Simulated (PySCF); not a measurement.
# How methods differ on the excitation energy of F²⁺

F²⁺ [He] 2s2 2p3 (4S) → F²⁺ [He] 2s1 2p4 (4P), as a difference of total energies. Calculation: PySCF 2.14, in x2c-TZVPPall with one added diffuse shell each of s, p, d type (6s4p3d1f, 40 functions); the spin-free X2C one-electron Hamiltonian (Gaussian nucleus). Correlated levels: valence: 1s2 frozen. The calculations carry no spin-orbit coupling.

| method | excitation energy (eV) |
| --- | --- |
| UHF | 18.927 |
| MP2 (valence) | 18.972 |
| SCS-MP2 (valence) | 18.982 |
| CCSD (valence) | 18.939 |
| CCSD(T) (valence) | 18.934 |

A first-order spin-orbit estimate (lowest level to lowest level, LS coupling) adds -0.024 eV.
